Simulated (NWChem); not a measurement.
System meant: trisilylamine (Si3NH9); SMILES [SiH3]N([SiH3])[SiH3]

Here is an NWChem input.

```
start job
memory heap 200 mb stack 900 mb global 1100 mb
geometry units angstroms noautosym nocenter noautoz
  Si     1.734888    -0.256778    -0.013010
  N      0.000001    -0.000022    -0.012889
  Si    -1.089847    -1.374048    -0.012929
  Si    -0.645039     1.630827    -0.013161
  H      2.184021    -1.011655     1.188434
  H      2.184293    -1.009754    -1.215558
  H      2.387546     1.079985    -0.011941
  H     -0.258548    -2.607663    -0.012540
  H     -1.967673    -1.385928     1.188863
  H     -1.967122    -1.386381    -1.215126
  H     -0.217028     2.396577    -1.215441
  H     -2.129041     1.527704    -0.012819
  H     -0.216458     2.397130     1.188554
end
basis spherical
  * library def2-svp
end
dft
  xc m06-l
  iterations 150
end
property
  shielding 4 1 2 5 7
end
task dft property
```

End of the output:

```
 Vector   32  Occ=0.000000D+00  E= 4.179853D-02
              MO Center= -1.5D-01,  3.3D-01, -9.5D-03, r^2= 6.7D+00
   Bfn.  Coefficient  Atom+Function         Bfn.  Coefficient  Atom+Function
  ----- ------------  ---------------      ----- ------------  ---------------
    61      0.835294   4 Si px                4     -0.750123   1 Si s
    85     -0.752079   8 H  s               105      0.638740  12 H  s
    43      0.617049   3 Si px              110     -0.598130  13 H  s
   100     -0.593077  11 H  s                62      0.520084   4 Si py
    70      0.500359   5 H  s                75      0.485828   6 H  s

 center of mass
 --------------
 x =   0.00000106 y =  -0.00000468 z =  -0.02459861

 moments of inertia (a.u.)
 ------------------
         591.731442480324          -0.008590078943          -0.000820448502
          -0.008590078943         591.747158168524           0.041050683915
          -0.000820448502           0.041050683915        1121.080659319939

     Multipole analysis of the density
     ---------------------------------

     L   x y z        total         alpha         beta         nuclear
     -   - - -        -----         -----         ----         -------
     0   0 0 0      0.000000    -29.000000    -29.000000     58.000000

     1   1 0 0      0.000091      0.000022      0.000022      0.000047
     1   0 1 0      0.000022      0.000129      0.000129     -0.000236
     1   0 0 1      0.000074      0.713594      0.713594     -1.427115

     2   2 0 0    -38.187022   -183.840774   -183.840774    329.494525
     2   1 1 0     -0.000024     -0.002455     -0.002455      0.004887
     2   1 0 1      0.000214     -0.000075     -0.000075      0.000365
     2   0 2 0    -38.187189   -183.836466   -183.836466    329.485743
     2   0 1 1     -0.000123      0.011517      0.011517     -0.023157
     2   0 0 2    -38.998347    -34.995097    -34.995097     30.991847

          -----------------------------------------
          Chemical Shielding Tensors (GIAO, in ppm)
          -----------------------------------------

 ------------------------------------------------------------------------
  xm06: d2 not coded                    0
 ------------------------------------------------------------------------
 ------------------------------------------------------------------------
  current input line :
    28: task dft property
 ------------------------------------------------------------------------
 ------------------------------------------------------------------------
 This error has not yet been assigned to a category
 ------------------------------------------------------------------------
 For more information see the NWChem manual at https://nwchemgit.github.io

0: xm06: d2 not coded:Received an Error in Communication
```

**Question.** Can this run be used? If not, why, and what is the fix?

**Answer.** The run crashed. Cause: this functional's second derivatives, which shieldings need, aren't coded here; the fix takes a hybrid GGA instead. This input runs:
```
start job
memory heap 200 mb stack 900 mb global 1100 mb
geometry units angstroms noautosym nocenter noautoz
  Si     1.734888    -0.256778    -0.013010
  N      0.000001    -0.000022    -0.012889
  Si    -1.089847    -1.374048    -0.012929
  Si    -0.645039     1.630827    -0.013161
  H      2.184021    -1.011655     1.188434
  H      2.184293    -1.009754    -1.215558
  H      2.387546     1.079985    -0.011941
  H     -0.258548    -2.607663    -0.012540
  H     -1.967673    -1.385928     1.188863
  H     -1.967122    -1.386381    -1.215126
  H     -0.217028     2.396577    -1.215441
  H     -2.129041     1.527704    -0.012819
  H     -0.216458     2.397130     1.188554
end
basis spherical
  Si library def2-svp
  N library def2-svp
  H library def2-svp
end
dft
  xc pbe0
  iterations 150
end
property
  shielding 4 1 2 5 7
end
task dft property
```
It converges to -927.92299 Ha (PBE0/def2-SVP, GIAO).
